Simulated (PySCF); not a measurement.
**Calculated properties of `CCOB(Cl)OCC` (diethoxychloroborane)**

Compound: diethoxychloroborane, C4H10BClO2.
Structure used (PBE0-D3(BJ)/def2-SVP), in Å, numbered top down from 1:
```
atom  x, y, z in Å
C1    -2.8464    0.3031   -0.2709
C2    -1.6325   -0.2305   -0.9966
O3    -0.4589   -0.0728   -0.2231
B4    -0.0156   -0.9500    0.7011
Cl5   -0.8646   -2.4834    1.0106
O6     1.0871   -0.6996    1.4274
C7     1.8318    0.4912    1.2343
C8     2.8277    0.3436    0.1060
H9    -2.7065    1.3600    0.0009
H10   -3.7399    0.2245   -0.9086
H11   -3.0312   -0.2732    0.6480
H12   -1.7722   -1.2939   -1.2519
H13   -1.4642    0.3220   -1.9340
H14    1.1481    1.3330    1.0367
H15    2.3495    0.6902    2.1852
H16    3.4985   -0.5091    0.2886
H17    2.3092    0.1826   -0.8509
H18    3.4412    1.2528    0.0138
```

Some functional groups and rings: three-coordinate boron.

**PBE0-D3(BJ)/def2-SVP geometry optimisation, gas phase (PySCF)**

```
Point group                  : C1
Rotational constants A, B, C : 2.123, 1.115, 0.817 GHz
```

B3LYP/def2-SVPD ground state, ΔSCF and vertical TDDFT (core frozen in the response) (PySCF):

```
Dipole moment                                                     : 2.54 D
HOMO energy                                                       : -8.30 eV
LUMO energy                                                       : 0.13 eV
HOMO–LUMO gap                                                     : 8.43 eV
Lowest singlet excitation                                         : 7.58 eV (164 nm, f = 0.004)
Strongest line among the 10 lowest singlet transitions            : S6 at 8.18 eV (152 nm, f = 0.068)
Lowest triplet excitation (Tamm–Dancoff)                          : 7.28 eV
Static isotropic polarisability                                   : 85.6 au
Vertical ionisation energy                                        : 10.30 eV
Electronic spatial extent ⟨r²⟩ about the centre of nuclear charge : 1471 bohr²
```

**B3LYP/pcSseg-1 ground state and GIAO shieldings, non-relativistic (PySCF)**

```
13C chemical shifts (computed TMS as zero) by class         : 64.0 (C2/C7), 19.0 (C1/C8) ppm
1H chemical shifts (computed TMS as zero) by class          : 3.98 (H12/H13/H14/H15), 1.20 (H9/H10/H11/H16/H17/H18) ppm
Isotropic shieldings of nuclei other than C and H, by class : 74 (B4), 191 (O3/O6), 887 (Cl5) ppm
```

Monoisotopic mass (most abundant isotopes): 136.0462 u.

The rotational constants make it an asymmetric top with κ = (2B − A − C)/(A − C) = -0.54, nearer the prolate limit (−1). The largest Löwdin shares of the HOMO are 0.38 on O6, 0.18 on O3, 0.08 on Cl5 and 0.08 on C8. The 10 singlets span 7.58 to 8.48 eV, and their oscillator strengths add up to 0.39. The principal polarisabilities are 73.2, 85.9 and 97.8 au; their mean is the isotropic value. The vertical singlet–triplet gap S1 − T1 is 0.30 eV (TDDFT singlet less Tamm–Dancoff triplet; S1: HOMO→LUMO, weight 0.97; T1: HOMO→LUMO+1, weight 0.44, beside HOMO→LUMO+2, weight 0.38). S1 lies 0.85 eV below the HOMO–LUMO gap; its leading configuration is HOMO→LUMO, weight 0.97.

 NMR classes are plain means over equivalent atoms (diastereotopic ones count apart unless rotation or inversion swaps them), as if these changed places fast; in this geometry the members of some classes differ.

One conformer stands for the species.
